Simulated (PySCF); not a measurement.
NiO, SMILES [O]=[Ni] (connectivity only; charge and spin as stated), neutral, multiplicity 3.

The structure is a stationary point at PBE0-D3(BJ)/def2-TZVPD. The multiplicity is an assumed one; other spin states were not compared.

All values below come from PBE/def2-TZVPD run with PySCF.

The total energy is -1583.22692 hartree, the point group is C∞v and the α spin, highest occupied and lowest empty level is -5.95 and -3.84 eV. The β spin, highest occupied and lowest empty level is -5.50 and -4.59 eV and the dipole moment is 3.87 D. The mean static polarisability comes out as 38.9 bohr³ (5.76 Å³) and the polarisability, principal values comes out as 35.7, 35.7, 45.2 bohr³. The ⟨S²⟩ is 2.014 (pure state 2.00).
